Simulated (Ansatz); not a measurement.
A structure relaxed at PBE-D4/def2-SVP in Ansatz, charge 0, singlet:

Cartesian coordinates in Å:
```
Ti -0.0011 -0.0006 -0.0001
O -0.5164 -0.4895 1.6632
H -0.0415 -1.1153 2.2373
O -1.0204 -0.8351 -1.2397
H -1.8678 -1.2789 -1.0614
O 1.7224 -0.4706 -0.2819
H 2.4808 0.1389 -0.2673
O -0.1889 1.7929 -0.1419
H -0.5672 2.2583 -0.9082
```

Task: Give its formula, name or SMILES.

Result: Ti(OH)4 (TiO4H4).

Task: Summarise the bond lengths by kind (pairs closer than 1.2 times the sum of covalent radii, bridged metal pairs left out).

Result: 4 × O–Ti 1.81 Å; 4 × H–O 0.97 Å. The metal has 4 neighbours: O 1.81 Å, O 1.81 Å, O 1.81 Å, O 1.81 Å.
